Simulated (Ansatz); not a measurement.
Program: Ansatz. Geometries: PBE0-D4/def2-TZVP. ΔE: electronic, gas phase. CBS: MP2 limit from def2 TZ/QZ plus the TZ coupled-cluster correction, frozen cores. This one scheme is used for every species. DFT in def2-TZVPP. HSE06 is defined as in plane-wave codes. Triplets are unrestricted, without spin–orbit coupling. Elements past krypton have def2 core potentials. For Sb outer-core shells are correlated without core-valence functions, which leaves a few kJ/mol of doubt a bond. One conformer a species, not always the lowest.

Reaction (formal loss of a carbene): `C[O][Sb]([F])[F]` → `[CH2]` (triplet) + `[OH][Sb]([F])[F]`

```
          level  ΔE (kJ/mol)
       HSE06-D4        379.7
      CAM-B3LYP        378.8
 MP2/def2-TZVPP        381.0
CCSD/def2-TZVPP        361.4
```

(1) What does CCSD(T)/CBS give? (An estimate is asked.)

Largest T1 diagnostic among the species: 0.015.

Results:

(1) Computed: +382.5 kJ/mol. The listed levels differ from it by -2.8, -3.7, -1.5, -21.1 kJ/mol.

In def2-TZVPP, CCSD(T) changes the Hartree–Fock value by +129.8 kJ/mol (the triples alone add +11.2 kJ/mol) and MP2 by +138.2 kJ/mol. The D4 term adds +10.3 kJ/mol with B3LYP and +5.5 kJ/mol with PBE0; it sums over pairs of atoms, weighted by their polarisabilities, and B3LYP, whose exchange is more repulsive, gets the larger term. Leaving LDA and LC-ωPBE aside and taking each functional with its dispersion term where it has one, the values, not all of them listed here, spread over 41.6 kJ/mol, from r2SCAN0-D4 to ωB97X-V. LDA lies +70.3 kJ/mol from PBE without D4.

B3LYP here is the variant with VWN-RPA as its local correlation; programs differ in this.
